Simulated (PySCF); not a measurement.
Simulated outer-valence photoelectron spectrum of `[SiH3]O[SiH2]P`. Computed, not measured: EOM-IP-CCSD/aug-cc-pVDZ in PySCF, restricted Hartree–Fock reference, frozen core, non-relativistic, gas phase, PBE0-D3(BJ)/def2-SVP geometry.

Each root has a Gaussian of 0.5 eV full width with its one-hole share as area; cross sections and vibrations are left out, and the highest printed point is 100.

(ionisation energy (eV), intensity): (8.9, 0), (9.0, 1), (9.1, 2), (9.2, 7), (9.3, 17), (9.4, 32), (9.5, 50), (9.6, 62), (9.7, 61), (9.8, 49), (9.9, 31), (10.0, 16), (10.1, 7), (10.2, 3), (10.3, 3), (10.4, 7), (10.5, 17), (10.6, 33), (10.7, 52), (10.8, 68), (10.9, 77), (11.0, 80), (11.1, 79), (11.2, 76), (11.3, 67), (11.4, 51), (11.5, 34), (11.6, 22), (11.7, 22), (11.8, 33), (11.9, 49), (12.0, 62), (12.1, 66), (12.2, 62), (12.3, 57), (12.4, 59), (12.5, 65), (12.6, 65), (12.7, 55), (12.8, 39), (12.9, 26), (13.0, 22), (13.1, 29), (13.2, 44), (13.3, 59), (13.4, 65), (13.5, 62), (13.6, 56), (13.7, 58), (13.8, 70), (13.9, 86), (14.0, 98), (14.1, 100), (14.2, 90), (14.3, 70), (14.4, 46), (14.5, 25), (14.6, 11), (14.7, 4), (14.8, 1), (14.9, 0)

Where are the maxima, and how many lines lie under the curve?

6 maxima, at 9.7, 11.0, 12.1, 12.6, 13.4 and 14.1 eV, from 8 lines. At this width some lines have no maximum of their own.

List the lines with their holes.

| E (eV) | leading hole (HF orbital) | area | Koopmans (eV) |
| --- | --- | --- | --- |
| 9.65 | HOMO | 0.95 | 10.07 |
| 10.84 | HOMO-1 | 0.95 | 11.78 |
| 11.25 | HOMO-2 | 0.94 | 12.37 |
| 12.05 | HOMO-3 | 0.95 | 12.83 |
| 12.59 | HOMO-4 | 0.94 | 13.31 |
| 13.38 | HOMO-5 | 0.94 | 14.24 |
| 13.93 | HOMO-6 | 0.93 | 15.57 |
| 14.21 | HOMO-7 | 0.93 | 15.88 |

The widest gap, 1.19 eV, lies between 9.65 and 10.84 eV. Only orbitals with −ε under 21 eV, eight at most, were ionised, so the high end of the curve may lack lines.

Time: 4.3 min. Hardware: an Arm Neoverse V2 with one thread (shared host).

The values belong to the conformer `[SiH3:1][O:2][SiH2:3][PH2:4]`: Si1–O2–Si3–P4 47°, H–P4–Si3–O2 81°, H–P4–Si3–O2 175°.
